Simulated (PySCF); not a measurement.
FISn, SMILES [F][Sn][I], CAM-B3LYP/def2-SVP optimised geometry.

```
3

Sn    -1.23    -0.96     0.00
F     -1.51     0.96     0.00
I      1.51    -0.96     0.00
```

Density from CAM-B3LYP/def2-TZVP, def2 effective core potentials past Kr (PySCF 2.14.0) at that geometry. The core electrons that the potentials of I, Sn replace are not part of the density.

Minimum of the electron density along straight lines between bonded atoms, close to the bond critical point (lines longer than 1.1 times the sum of covalent radii, or with two minima, are not listed):

| bond | length / Å | ρ at the minimum / e bohr⁻³ | ∇²ρ there / e bohr⁻⁵ | position (fraction from the first atom) |
|---|---|---|---|---|
| Sn1–F2 | 1.946 | 0.114 | 0.56 | 0.52 |
| Sn1–I3 | 2.744 | 0.060 | 0.05 | 0.46 |
